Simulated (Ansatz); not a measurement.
Mulliken charges of C₂H₅ClSSi, SMILES `C=C[SiH](S)Cl` from r2SCAN/def2-TZVPP in Ansatz (PBE0-D4/def2-TZVP geometry).

```csv
atom,x (Å),y (Å),z (Å),charge (e)
C1,-1.456,0.349,-0.696,-0.120
C2,-0.366,0.902,-0.174,-0.226
Si3,0.903,-0.040,0.788,0.577
S4,0.680,-2.143,0.592,-0.258
Cl5,2.751,0.602,0.143,-0.259
H6,-1.663,-0.712,-0.590,0.084
H7,-2.188,0.932,-1.248,0.085
H8,-0.201,1.970,-0.308,0.078
H9,0.838,0.213,2.245,-0.076
H10,0.787,-2.124,-0.749,0.114
```

**Question.** By hand: the dipole of these point charges (1 e Å = 4.8032 D).

**Answer.** Σ q r = (-0.425, 0.043, -0.048) e Å, of length 0.430 e Å = 2.07 D.

**Question.** How does the dipole of the full density compare? (Best estimate.)

**Answer.** Computed: (-0.362, 0.092, -0.187) e Å, 2.01 D; the point charges give 1.03 times that, at 22° from its direction.

Point charges leave out the atoms' own dipoles, such as those of lone pairs, and Mulliken's split depends on the basis, so the two needn't agree.
